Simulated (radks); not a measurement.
Results of a calculation; reference values are marked as such.
Spin polarisation of the 5d4 shell in W+. Start: [Xe] 4f14 5d(up 2, down 2) 6s(up 0.5, down 0.5); electrons of 5d are moved from spin down to spin up, other shells keep equal spins. Code: a radial shooting solver on a logarithmic mesh with Libxc functionals. Model: non-relativistic Kohn-Sham, PBE, spin-polarised, spherical densities, point nucleus.

\begin{tabular}{lrrrrr}
moment (Bohr magnetons) & E - E(0) (eV) & e(5d up) (eV) & e(5d down) (eV) & 6s down minus up (eV) & 5p down minus up (eV) \\ \hline
0 & 0.000 & -12.718 & -12.718 & 0.000 & 0.000 \\
1 & -0.160 & -13.017 & -12.378 & 0.348 & 0.575 \\
2 & -0.640 & -13.278 & -11.996 & 0.699 & 1.152 \\
3 & -1.442 & -13.498 & -11.573 & 1.053 & 1.734 \\
4 & -2.565 & -13.676 & -11.113 & 1.405 & 2.320 \\
\end{tabular}

At moment 4 the spin-polarisation energy is -2.565 eV and the 5d exchange splitting 2.563 eV, that is 0.641 eV per Bohr magneton; E = -I m^2/4 would give I = 0.641 eV.
